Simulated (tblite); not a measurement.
A geometry optimisation, step by step.

C4H8SeSi.
Atom-mapped SMILES: `[CH2:1]=[CH:2][C@H:3]1[SiH2:4][CH2:5][Se:6]1` (hydrogens: H7, H8 on C1; H9 on C2; H10 on C3; H11, H12 on Si4; H13, H14 on C5)

Computed with GFN2-xTB (tblite), gas phase: L-BFGS steps from a force-field or distance-geometry start until the largest atomic force falls under 0.01 eV/Å. 7 of its 78 geometries are shown.

Step 0: E = -475.1942 eV, largest atomic force 2.887 eV/Å
```
atom  x, y, z in Å  |  force x, y, z in eV/Å
C1     -2.392   -0.289   -0.248    0.241   0.068  -0.299
C2     -1.248   -0.079   -0.892   -0.510   0.529   0.834
C3     -0.135    0.726   -0.258   -2.443   0.946  -1.212
Si4     0.750   -0.201    1.066   -0.293  -1.057   1.854
C5      2.229   -0.053   -0.026    2.136  -0.565  -0.285
Se6     1.365    0.935   -1.487    0.455   0.176  -0.061
H7     -2.570    0.124    0.742   -0.009  -0.170  -0.307
H8     -3.180   -0.861   -0.716    0.020   0.064   0.232
H9     -1.108   -0.497   -1.878    0.208   0.067   0.038
H10    -0.507    1.718    0.097    0.070  -0.555  -0.434
H11     0.888    0.577    2.306   -0.070  -0.159  -0.024
H12     0.289   -1.604    1.199    0.060   0.365   0.096
H13     3.028    0.549    0.453   -0.083  -0.536  -0.596
H14     2.592   -1.044   -0.380    0.216   0.826   0.164
```

Step 13: E = -475.5358 eV, largest atomic force 0.094 eV/Å
```
atom  x, y, z in Å  |  force x, y, z in eV/Å
C1     -2.450   -0.289   -0.264   -0.038   0.010   0.007
C2     -1.313   -0.052   -0.892    0.027   0.037   0.000
C3     -0.217    0.737   -0.278    0.068   0.013  -0.013
Si4     0.772   -0.207    1.085   -0.044  -0.002   0.059
C5      2.334   -0.081   -0.007    0.024   0.014  -0.018
Se6     1.408    0.955   -1.434   -0.005  -0.004   0.009
H7     -2.636    0.115    0.716   -0.033   0.022   0.059
H8     -3.233   -0.887   -0.691   -0.051  -0.026  -0.075
H9     -1.121   -0.467   -1.871   -0.012  -0.039  -0.029
H10    -0.564    1.728    0.026    0.015  -0.064   0.014
H11     0.864    0.539    2.341    0.023  -0.001  -0.007
H12     0.276   -1.573    1.255    0.029   0.020   0.010
H13     3.160    0.498    0.398    0.007  -0.006  -0.011
H14     2.719   -1.017   -0.407   -0.009   0.026  -0.006
```

Step 26: E = -475.5434 eV, largest atomic force 0.061 eV/Å
```
atom  x, y, z in Å  |  force x, y, z in eV/Å
C1     -2.489   -0.275   -0.292   -0.003   0.040  -0.008
C2     -1.326   -0.062   -0.883    0.000  -0.049   0.031
C3     -0.218    0.704   -0.257   -0.009  -0.017  -0.023
Si4     0.802   -0.213    1.106   -0.007   0.032  -0.043
C5      2.350   -0.068   -0.010   -0.040  -0.021   0.017
Se6     1.393    0.953   -1.424    0.008  -0.009  -0.006
H7     -2.703    0.119    0.689   -0.010   0.024  -0.024
H8     -3.276   -0.840   -0.763    0.046   0.002   0.015
H9     -1.130   -0.494   -1.858    0.027   0.041   0.024
H10    -0.556    1.692    0.060   -0.044  -0.033   0.027
H11     0.912    0.560    2.343    0.002  -0.004   0.006
H12     0.333   -1.584    1.306    0.021   0.002   0.007
H13     3.185    0.511    0.378   -0.028  -0.025  -0.015
H14     2.721   -1.006   -0.417    0.038   0.017  -0.008
```

Step 38: E = -475.5488 eV, largest atomic force 0.098 eV/Å
```
atom  x, y, z in Å  |  force x, y, z in eV/Å
C1     -2.521   -0.242   -0.326    0.001  -0.003   0.005
C2     -1.328   -0.080   -0.870    0.012  -0.023   0.019
C3     -0.227    0.681   -0.231   -0.022  -0.036   0.089
Si4     0.831   -0.227    1.117   -0.090   0.000   0.010
C5      2.354   -0.072   -0.024    0.005   0.033  -0.033
Se6     1.364    0.956   -1.412    0.048   0.044  -0.027
H7     -2.769    0.185    0.632   -0.017   0.025  -0.002
H8     -3.291   -0.813   -0.815   -0.021   0.001   0.010
H9     -1.106   -0.533   -1.827    0.038  -0.031   0.006
H10    -0.589    1.650    0.121    0.034  -0.005  -0.023
H11     0.953    0.573    2.340   -0.002  -0.034  -0.038
H12     0.403   -1.605    1.362   -0.002   0.028  -0.019
H13     3.180    0.521    0.357    0.030  -0.001   0.004
H14     2.745   -0.995   -0.446   -0.015   0.002  -0.003
```

Step 51: E = -475.5888 eV, largest atomic force 0.165 eV/Å
```
atom  x, y, z in Å  |  force x, y, z in eV/Å
C1     -2.580   -0.124   -0.440    0.127  -0.050  -0.092
C2     -1.298   -0.196   -0.766   -0.064   0.093   0.088
C3     -0.258    0.637   -0.134   -0.003   0.032   0.065
Si4     0.890   -0.291    1.113    0.109   0.016   0.004
C5      2.362   -0.024   -0.090   -0.115  -0.013   0.064
Se6     1.295    1.129   -1.323   -0.041  -0.082   0.078
H7     -2.940    0.588    0.282    0.012   0.062   0.029
H8     -3.321   -0.778   -0.863    0.000  -0.042  -0.069
H9     -0.938   -0.920   -1.484   -0.065  -0.068  -0.035
H10    -0.687    1.552    0.279    0.008  -0.020  -0.011
H11     1.034    0.497    2.339    0.020  -0.043  -0.004
H12     0.518   -1.687    1.377    0.037   0.114  -0.077
H13     3.213    0.520    0.317   -0.047  -0.051  -0.098
H14     2.710   -0.904   -0.630    0.023   0.053   0.059
```

Step 64: E = -475.6153 eV, largest atomic force 0.078 eV/Å
```
atom  x, y, z in Å  |  force x, y, z in eV/Å
C1     -2.615   -0.050   -0.567    0.020  -0.011   0.071
C2     -1.311   -0.263   -0.654   -0.035  -0.006  -0.069
C3     -0.292    0.578   -0.003   -0.023  -0.017   0.005
Si4     0.970   -0.305    1.159    0.016   0.005   0.002
C5      2.350    0.007   -0.127   -0.018   0.008  -0.016
Se6     1.179    1.147   -1.268    0.023  -0.041   0.009
H7     -3.017    0.775    0.002    0.026  -0.040  -0.052
H8     -3.331   -0.705   -1.033    0.006   0.022  -0.012
H9     -0.935   -1.099   -1.234    0.000   0.025   0.054
H10    -0.750    1.471    0.424    0.010   0.043   0.014
H11     1.179    0.465    2.385   -0.008  -0.031   0.011
H12     0.673   -1.722    1.375   -0.003   0.026   0.011
H13     3.223    0.566    0.201   -0.022  -0.005   0.008
H14     2.677   -0.868   -0.683    0.007   0.021  -0.035
```

Step 77: E = -475.6182 eV, largest atomic force 0.009 eV/Å
```
atom  x, y, z in Å  |  force x, y, z in eV/Å
C1     -2.614   -0.038   -0.593    0.001  -0.001   0.007
C2     -1.312   -0.276   -0.620    0.005   0.002  -0.002
C3     -0.300    0.575    0.028   -0.001  -0.001   0.000
Si4     0.984   -0.311    1.163   -0.005  -0.001  -0.005
C5      2.340    0.016   -0.144    0.003  -0.004   0.008
Se6     1.151    1.153   -1.262   -0.003  -0.004  -0.001
H7     -3.018    0.825   -0.090   -0.008   0.000   0.000
H8     -3.325   -0.697   -1.063    0.007   0.006  -0.001
H9     -0.928   -1.146   -1.138   -0.002  -0.004   0.002
H10    -0.755    1.470    0.456   -0.002   0.002  -0.001
H11     1.204    0.428    2.406    0.004  -0.003  -0.007
H12     0.692   -1.729    1.371   -0.004  -0.001   0.000
H13     3.212    0.578    0.180    0.001   0.007   0.000
H14     2.669   -0.849   -0.717    0.004   0.001   0.000
```

Task: Summarise the path.

Result: The energy falls by 40.91 kJ/mol from step 0 to step 77; nine tenths of that is first reached at step 48. It falls at every step. The largest force goes from 2.887 to 0.009 eV/Å. Among the bonds C3–Si4 changes most, from 1.842 to 1.929 Å; the atoms move by 0.544 Å rms after alignment.

Task: Follow the three bonds and two angles with the largest change from start to end.

Result: 
| step | E above end (kJ/mol) | largest force (eV/Å) | C3–Si4 (Å) | C3–Se6 (Å) | Si4–C5 (Å) | Si4–C3–Se6 (°) | Si4–C5–H13 (°) |
| --- | --- | --- | --- | --- | --- | --- | --- |
| 0 | 40.91 | 2.887 | 1.842 | 1.951 | 1.844 | 97.9 | 111.5 |
| 3 | 17.34 | 0.512 | 1.937 | 1.997 | 1.903 | 95.0 | 112.2 |
| 7 | 9.35 | 0.241 | 1.926 | 2.001 | 1.912 | 93.4 | 116.7 |
| 10 | 8.24 | 0.097 | 1.931 | 1.997 | 1.914 | 92.9 | 116.4 |
| 13 | 7.95 | 0.094 | 1.931 | 2.006 | 1.910 | 92.6 | 116.3 |
| 17 | 7.74 | 0.053 | 1.930 | 2.003 | 1.914 | 92.8 | 116.3 |
| 20 | 7.61 | 0.069 | 1.931 | 2.002 | 1.912 | 92.8 | 116.9 |
| 23 | 7.44 | 0.081 | 1.929 | 2.008 | 1.913 | 92.7 | 117.1 |
| 27 | 7.16 | 0.077 | 1.935 | 2.002 | 1.913 | 92.6 | 117.0 |
| 30 | 6.99 | 0.055 | 1.932 | 2.005 | 1.910 | 92.5 | 116.9 |
| 33 | 6.90 | 0.067 | 1.930 | 2.010 | 1.913 | 92.5 | 116.6 |
| 37 | 6.77 | 0.067 | 1.937 | 2.002 | 1.911 | 92.4 | 116.2 |
| 40 | 6.37 | 0.128 | 1.939 | 2.001 | 1.909 | 92.1 | 116.1 |
| 44 | 5.45 | 0.253 | 1.930 | 2.019 | 1.918 | 92.4 | 116.1 |
| 47 | 4.29 | 0.147 | 1.937 | 2.003 | 1.905 | 92.5 | 115.8 |
| 50 | 3.26 | 0.172 | 1.933 | 2.012 | 1.914 | 92.4 | 116.0 |
| 54 | 1.96 | 0.128 | 1.932 | 2.021 | 1.917 | 91.9 | 115.8 |
| 57 | 1.29 | 0.132 | 1.928 | 2.020 | 1.906 | 91.4 | 116.6 |
| 60 | 0.83 | 0.107 | 1.929 | 2.017 | 1.912 | 91.4 | 116.5 |
| 64 | 0.28 | 0.078 | 1.929 | 2.022 | 1.911 | 91.7 | 117.5 |
| 67 | 0.11 | 0.044 | 1.930 | 2.028 | 1.911 | 91.5 | 117.8 |
| 70 | 0.05 | 0.036 | 1.929 | 2.024 | 1.912 | 91.6 | 117.5 |
| 74 | 0.01 | 0.013 | 1.929 | 2.026 | 1.912 | 91.6 | 117.0 |
| 77 | 0.00 | 0.009 | 1.929 | 2.026 | 1.912 | 91.7 | 117.0 |

The cost below is that of the whole relaxation. Time: 0.42 s. Hardware: one thread, Arm Neoverse V2 (aarch64), no GPU, on a shared host.
